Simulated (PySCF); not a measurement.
Gas-phase reaction: BCl₃.NH₃ + B₃N₃Cl₃H₃ = BH₃ + 3 BHCl₂ + 4 N, at 600 K and a standard pressure of 1 bar. Level: HF/def2-TZVP†.

Computed with PySCF and rigid-rotor harmonic-oscillator thermochemistry at 1 bar. † marks an energy on the PBE0/def2-TZVP geometry and frequencies. Open shells (unrestricted): N (multiplicity 4); the rest are closed-shell singlets. Adducts (BCl₃.NH₃) have no counterpoise correction, and HF, PBE, BLYP, B3LYP and PBE0 lack dispersion. BCl₃.NH₃: computed as isolated molecules; such fragments, hydroxides, amides, oligomers or adducts are transient or little studied in the gas. The harmonic model lacks anharmonicity and excited electronic states, which grow with temperature; levels with a mode under 35 cm⁻¹ are left out. Internal rotation in BCl₃.NH₃ is treated as a harmonic vibration of one conformer, which makes the entropy rough. Soft modes under 120 cm⁻¹ make the harmonic entropy rough for B₃N₃Cl₃H₃.

```tsv
species	E (Ha)	H(600 K) − E (kJ/mol)	S°(600 K) (J/mol/K)
BCl₃.NH₃	-1459.60318	181.8	409.7
B₃N₃Cl₃H₃	-1618.20424	263.0	500.3
BH₃	-26.40018	91.4	217.3
BHCl₂	-944.37491	68.4	308.2
N	-54.40274	12.5	167.8
```
E: electronic energy; H − E holds the zero-point and thermal terms. 1 Ha = 2625.5 kJ/mol.

### Question
Work out ΔH°, ΔS°, ΔG° and log10 K from these numbers.

### Answer
1. ΔE = 1×(-26.40018) + 3×(-944.37491) + 4×(-54.40274) − 1×(-1459.60318) − 1×(-1618.20424) = 0.67155 Ha = 1763.2 kJ.
2. Δ(H − E) = 1×(91.4) + 3×(68.4) + 4×(12.5) − 1×(181.8) − 1×(263.0) = -98.2 kJ, so ΔH° = 1665.0 kJ.
3. ΔS° = 1×(217.3) + 3×(308.2) + 4×(167.8) − 1×(409.7) − 1×(500.3) = 903.1 J/K; the number of gas molecules changes by +6.
4. ΔG° = ΔH° − TΔS° = 1665.0 − 600×(903.1)/1000 = 1123.1 kJ.
5. log10 K = −ΔG°/(RT ln 10) = -97.75, with RT ln 10 = 11.49 kJ/mol; at standard pressures the reactants are favoured.
6. A shift of 10 kJ in ΔE would move log10 K by 0.87 here.
For scale, ΔH°(298 K) is 1661 kJ at this level, 2820 kJ at ωB97M-V/def2-TZVP†, and runs from 1600 to 3890 kJ over the 18 levels computed.
